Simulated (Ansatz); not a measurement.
```yaml
crystal:
  periodic: [false, false, false]
  atoms:
    - {symbol: N, position_ang: [-3.095941, 1.859526, -0.915554]}
    - {symbol: Zr, position_ang: [1.006724, 0.126784, -1.208459]}
    - {symbol: N, position_ang: [1.708154, -2.049441, 2.611746]}
    - {symbol: F, position_ang: [1.130516, -2.514842, -4.494111]}
    - {symbol: F, position_ang: [3.778909, 3.270578, -1.677871]}
    - {symbol: H, position_ang: [-4.481230, 1.662552, 0.810190]}
    - {symbol: H, position_ang: [-4.087625, 3.072117, -2.496105]}
    - {symbol: H, position_ang: [1.326889, -4.214731, 2.957784]}
    - {symbol: H, position_ang: [2.713581, -1.212565, 4.412401]}
basis:
  gaussian: {orbitals: def2-TZVPP, final_grid: {core_spheres: 5, valence_spheres: 4, degree: 11}}
hamiltonian: {xc: {name: SVWN5}, pseudopotentials: {relativity: scalar}}
accuracy: high
output: {forces: true}
```

```sh
$ ansatz run in.yaml --threads 4 --pin off --events-out ev --progress --plain --max-ram 10444MiB
```

It prints (some lines left out):

```
Functional definition: SVWN5
3381 factors; integrals over basis functions are off by at most 5.3e-7 eV
mean field evaluation 1: about -9580.9298 eV, gradient 1.6e2 eV
mean field evaluation 2: about -7912.2099 eV, gradient 5.2e2 eV
mean field evaluation 4: about -8809.3291 eV, gradient 2.6e2 eV
mean field evaluation 8: about -9670.5742 eV, gradient 1.1e1 eV
mean field evaluation 16: about -9671.9438 eV, gradient 7.8e-1 eV
mean field evaluation 32: about -9671.9671 eV, gradient 4.5e-7 eV
mean field -9671.96709047 eV, -355.4382346801 hartree, gradient 3.1e-8 eV, S^2 0.000000; 20 other end points of the search recorded, 0 dependent functions left out
reference -9671.96710672 eV, -355.4382352771 hartree; 24, 24 occupied and 212, 212 virtual orbitals, 3381 factors
Total energy: -9671.96710672 eV, -355.4382352771 hartree
Relativity: scalar
Atom 0 at    -3.095941     1.859526    -0.915554 Å, force    -2.129001     1.098150     0.210193 eV/Å
Atom 1 at     1.006724     0.126784    -1.208459 Å, force     0.395648    -0.030902    -0.505600 eV/Å
Atom 2 at     1.708154    -2.049441     2.611746 Å, force     0.420253    -1.165595     2.012492 eV/Å
Atom 3 at     1.130516    -2.514842    -4.494111 Å, force    -0.038209     0.547450     0.709008 eV/Å
Atom 4 at     3.778909     3.270578    -1.677871 Å, force    -0.593517    -0.635337     0.122276 eV/Å
Atom 5 at    -4.481230     1.662552     0.810190 Å, force     1.479412     0.271126    -2.125451 eV/Å
Atom 6 at    -4.087625     3.072117    -2.496105 Å, force     1.003032    -1.468122     1.926143 eV/Å
Atom 7 at     1.326889    -4.214731     2.957784 Å, force     0.578155     2.519412    -0.288141 eV/Å
Atom 8 at     2.713581    -1.212565     4.412401 Å, force    -1.115772    -1.136181    -2.060921 eV/Å
Dipole moment:    -1.154997    -0.157054     1.477898 e Å
```

Something in this input is off. What?

The geometry is stretched to more than twice its size. The calculation finished and met its thresholds. The result belongs to that input, not to the molecule as meant.
